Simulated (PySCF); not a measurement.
## `Cl/C=C(\C)[CH2][GeH2][Cl]`, C4H8Cl2Ge

Cartesian coordinates in Å; atom numbers follow the order of the lines, from 1:
```xyz
15

C     1.4530    0.6511    0.6928
C     0.7260   -0.2577   -0.2445
C     1.0537   -0.4266   -1.5198
Cl    2.3822    0.3610   -2.2873
C    -0.4604   -0.9630    0.3247
Ge   -2.0472    0.2520    0.4622
Cl   -2.3780    1.1139   -1.4187
H     1.8906    0.0775    1.5096
H     2.2435    1.1920    0.1816
H     0.7509    1.3683    1.1228
H     0.5128   -1.0834   -2.1828
H    -0.7476   -1.8054   -0.3059
H    -0.2273   -1.3462    1.3179
H    -3.2966   -0.5044    0.8678
H    -1.8599    1.3789    1.4577
```

Computed, not measured: GIAO KT3/pcSseg-1 magnetisability, rotational g tensor and spin-rotation constants, non-relativistic, gas phase in PySCF 2.14.0. Geometry: GFN2-xTB.

The calculation is non-relativistic, which matters for the atoms heavier than Zn.

(1) Give the nuclear spin-rotation constants along the inertial axes (H = +C I·J) beside the isotropic shieldings.

(2) How do the rotational constants and the g tensor change when H8, H9, H10, H11, H12, H13, H14, H15 are replaced by deuterium?

Answers

(1) Rotational constants 2.0685, 0.5986, 0.5077 GHz. A star marks the isotopologue with that one atom substituted, in its own axes.
| atom | isotope | Caa (kHz) | Cbb (kHz) | Ccc (kHz) | mean (kHz) | σ (ppm) |
| --- | --- | --- | --- | --- | --- | --- |
| Cl4 | 35Cl | 0.341 | 0.165 | 0.139 | 0.215 | 746.9 |
| Cl7 | 35Cl | 0.134 | 0.051 | 0.030 | 0.072 | 1029.3 |
| H8 | 1H | -0.225 | 0.013 | -0.055 | -0.089 | 30.3 |
| H9 | 1H | -0.015 | -0.056 | -0.034 | -0.035 | 29.0 |
| H10 | 1H | -0.056 | -0.067 | -0.026 | -0.050 | 30.1 |
| H11 | 1H | -0.193 | -0.034 | 0.014 | -0.071 | 26.0 |
| H12 | 1H | -0.220 | -0.060 | 0.012 | -0.090 | 29.5 |
| H13 | 1H | -0.216 | 0.020 | -0.060 | -0.086 | 29.7 |
| H14 | 1H | 0.015 | -0.054 | -0.024 | -0.021 | 26.7 |
| H15 | 1H | -0.161 | -0.046 | 0.013 | -0.065 | 26.5 |
| C1 | 13C* | 0.334 | 0.087 | 0.069 | 0.163 | 165.6 |
| C2 | 13C* | 0.730 | 0.144 | 0.176 | 0.350 | 57.1 |
| C3 | 13C* | 0.675 | 0.139 | 0.165 | 0.326 | 68.6 |
| C5 | 13C* | 0.329 | 0.103 | 0.088 | 0.173 | 152.0 |
| Ge6 | 73Ge* | -0.636 | -0.157 | -0.162 | -0.318 | 1372.7 |

For the geometry as given, no vibrational averaging.

(2) Constants 1.8159, 0.5715, 0.4870 GHz; g -0.0140, -0.0052, -0.0052, against -0.0157, -0.0053, -0.0054 before.
